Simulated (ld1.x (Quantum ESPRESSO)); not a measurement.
## Transferability test, PAW potential for Ca

```
Element                 : Ca
Generator               : ld1.x (Quantum ESPRESSO) 7.5
Type                    : PAW
Functional              : revPBE
Relativity              : fully relativistic
Frozen core             : [Ne]
Valence charge          : 10
Reference configuration : 3s2 3p6 3d0 4s0 4p0 (charge +2)
Partial waves           : 3s (bound): rcut 1.90, rcutus 2.30 bohr; 4s (bound, empty): rcut 1.90, rcutus 2.30 bohr; 3p (bound): rcut 2.05, rcutus 2.50 bohr; 4p (bound, empty): rcut 2.05, rcutus 2.50 bohr; 3d (bound, empty): rcut 2.45, rcutus 3.00 bohr; 3d channel at -0.4 Ry: rcut 2.45, rcutus 3.00 bohr
Local potential         : all-electron potential smoothed inside 2.25 bohr (lloc = -2)
Core correction         : Bessel-smoothed model core inside 2.05 bohr
Augmentation charge     : PSQ, inside the norm-conserving radii
```

Open shells are filled in proportion to 2j + 1 (rel_dist='average').

Energies are relative to the spin-unpolarised reference configuration 3s2 3p6 3d0 4s0 4p0; without spin polarisation the order of configurations can differ from experiment. Not all tests gave a result: test run stopped at test 5 of 7 (negative rho). The frozen-core shift is the all-electron ΔE with the core orbitals held at their reference shape minus the fully relaxed ΔE.

```
valence configuration  charge  ΔE all-electron (eV)  error AE − PS (meV)  frozen-core shift (meV)
  3s2 3p6 3d0 4s2 4p0       0               -17.976                 +1.1                     +0.1
  3s2 3p6 3d0 4s1 4p0      +1               -11.726                 +0.3                      0.0
3s2 3p6 3d0 4s1.5 4p0    +0.5               -15.493                 +0.7                      0.0
  3s2 3p6 3d0 4s0 4p1      +1                -8.736                 -0.1                      0.0
```

The ghost test of this file was not conclusive.
